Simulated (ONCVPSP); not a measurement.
## How hard is this strontium (Sr) ONCV potential?

- Element: Sr
- Generator: ONCVPSP 4.0.1
- Type: optimised norm-conserving Vanderbilt (ONCV)
- Functional: LDA (Perdew-Zunger)
- Relativity: scalar-relativistic
- Frozen core: [Kr]
- Valence charge: 2
- Reference configuration: 5s1 (charge +1)
- Partial waves: 5s: rc 3.05 bohr, ncon 4, nbas 7, qcut 2.6 1/bohr, 2 projectors, debl 3.4 Ha; p scattering state at 0.44 Ha: rc 2.75 bohr, ncon 4, nbas 7, qcut 2.8 1/bohr, 2 projectors, debl 0.5 Ha; d scattering state at 0.4 Ha: rc 2.85 bohr, ncon 3, nbas 7, qcut 2.9 1/bohr, 2 projectors, debl 2.4 Ha
- Local potential: polynomial inside 2.50 bohr (lpopt 5, dvloc0 2 Ha)
- Core correction: Teter function, fcfact 5.75, rcfact 1.15

In the d channel the program set the typed energies aside and used -0.257, 2.143 Ha.

Q: For each optimised wave give the share of its norm inside rc, the residual kinetic energy above qcut (Ha) and the cutoffs (Ha) for errors of 10, 1, 0.1 and 0.01 mHa per electron.

A:

```json
{"wave": "5s", "norm inside rc": "0.278", "residual KE": "1.4e-04", "10 mHa": "1.1", "1 mHa": "1.7", "0.1 mHa": "5.3", "0.01 mHa": "13.1"}
{"wave": "s projector 2", "norm inside rc": "0.181", "residual KE": "2.9e-01", "10 mHa": "10.1", "1 mHa": "16.0", "0.1 mHa": "18.8", "0.01 mHa": "20.8"}
{"wave": "p projector 1", "norm inside rc": "0.179", "residual KE": "5.9e-03", "10 mHa": "2.6", "1 mHa": "16.1", "0.1 mHa": "20.2", "0.01 mHa": "29.5"}
{"wave": "p projector 2", "norm inside rc": "0.263", "residual KE": "6.1e-03", "10 mHa": "3.8", "1 mHa": "21.3", "0.1 mHa": "27.3", "0.01 mHa": "37.4"}
{"wave": "d projector 1", "norm inside rc": "0.593", "residual KE": "1.1e-02", "10 mHa": "4.3", "1 mHa": "19.8", "0.1 mHa": "32.8", "0.01 mHa": "70.3"}
{"wave": "d projector 2", "norm inside rc": "0.200", "residual KE": "4.0e-01", "10 mHa": "11.9", "1 mHa": "30.2", "0.1 mHa": "51.2", "0.01 mHa": "101.0"}
```

The occupied waves need 1.7 Ha and 5.3 Ha for 1 and 0.1 mHa. The cutoffs count occupied waves only; projector 2 of the d channel, the hardest unoccupied one, needs 30 Ha at the loose tolerance. Note: ghosts flagged at negative energy: p at -21.9 eV; GHOST(+) flagged for s at 80.5 eV. A true bound ghost makes a file unfit for plane-wave use.
